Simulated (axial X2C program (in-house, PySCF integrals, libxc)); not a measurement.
**CoAs: cheaper levels and CCSD(T), with spin–orbit coupling**

Calculated with an in-house all-electron X2C program for linear molecules (integrals from PySCF). Two-component (2c) means X2C with spin–orbit coupling and atomic mean-field two-electron Coulomb and Gaunt terms. Basis: As dyall-cv3z [9s9p6d4f1g], Co dyall-cv3z [9s10p6d3f2g] (cores contracted in-house); Gaussian nuclei, density fitting, unrestricted open shells. Masses: As 74.922 u, Co 58.933 u.

State: Ω = 4 (⟨Sz⟩ = 2.00, ⟨Lz⟩ = 2.00 at HF); fragments As + Co.

```json
{"level": "PBE0", "Re (Å)": "2.214", "ωe (cm⁻¹)": "295.4"}
{"level": "HF", "Re (Å)": "2.436", "ωe (cm⁻¹)": "225.7"}
{"level": "MP2", "Re (Å)": "2.215", "ωe (cm⁻¹)": "274.3"}
{"level": "CCSD", "Re (Å)": "2.235", "ωe (cm⁻¹)": "268.8"}
{"level": "TPSSh", "Re (Å)": "2.186", "ωe (cm⁻¹)": "308.6"}
```

Correlated methods: 14 electrons correlated (number of frozen shells: As 3 s, 2 p, 1 d; Co 3 s, 2 p), 284 virtual spin orbitals or spinors in MP2, 90 natural virtuals in coupled cluster.

CCSD(T), same Hamiltonian and basis:

Re = 2.198 Å, ωe = 294.8 cm⁻¹; T1 = 0.052 (Lee–Taylor normalisation).

Q: Give the differences from CCSD(T) in the columns below.

A: 

| level | ΔRe (Å) | Δωe (cm⁻¹) |
| --- | --- | --- |
| PBE0 | 0.016 | 0.6 |
| HF | 0.238 | -69.1 |
| MP2 | 0.017 | -20.5 |
| CCSD | 0.037 | -26.0 |
| TPSSh | -0.012 | 13.8 |

The state is a single determinant with fixed occupations, the lowest that a limited PBE0 search found. De is not given where an atomic determinant may have missed its ground term or J level, or where the truncated virtual space spoils (T). Density functionals use the spin component along the axis (collinear). CCSD and (T) use frozen natural virtuals with an MP2 correction for the truncation; (T) itself is uncorrected, so its De runs slightly low. Other states lie close and PBE0, whose exact exchange favours high spin, may order them wrongly; the determinant shown need not be the ground state. The nearest other 2c determinant of the search, Ω = 5, lies 0.33 eV up at the distance of the search. The functionals have no current-density term, which raises determinants with orbital currents, atoms included. With several unpaired electrons one determinant need not be a pure state. Open-shell Ω = 0 determinants with evenly filled partner blocks cannot be reached by this program, so the Ω shown need not be the lowest component. Some points did not converge and are left out. The T1 diagnostic is large, a sign of multireference character. The stretched end of a curve changes character and is left out.
